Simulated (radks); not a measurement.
Task: These are the eigenvalues of the occupied orbitals of an atom or ion with whole-number occupations (Ry). All-electron calculation, Dirac Kohn-Sham, PBEsol, spin-unpolarised, spherical densities, point nucleus. Program: a radial shooting solver on a logarithmic mesh with Libxc functionals.

| orbital | eigenvalue |
|---|---|
| 1s1/2 | -703.9369 |
| 2s1/2 | -89.40996 |
| 2p1/2 | -79.30559 |
| 2p3/2 | -77.55068 |
| 3s1/2 | -13.63612 |
| 3p1/2 | -10.40658 |
| 3p3/2 | -10.17166 |
| 3d3/2 | -4.74737 |
| 3d5/2 | -4.71575 |
| 4d3/2 | -1.36441 |

Which element is it, and in what charge state? The configuration may be excited. Open shells, if any, fill j = l - 1/2 first.

Result: Z = 30, zinc, charge +3: Zn3+ in [Ne] 3s1 3p6 3d9 4d1. The list shows which subshells hold electrons but not how many an open one holds; the 1s level, -351.97 hartree, gives Z - s = 26.5 by -(Z - s)^2/2, which with screening and relativity narrows Z to a few neighbours, and the depths of the outer levels then fix element, charge and occupations together.
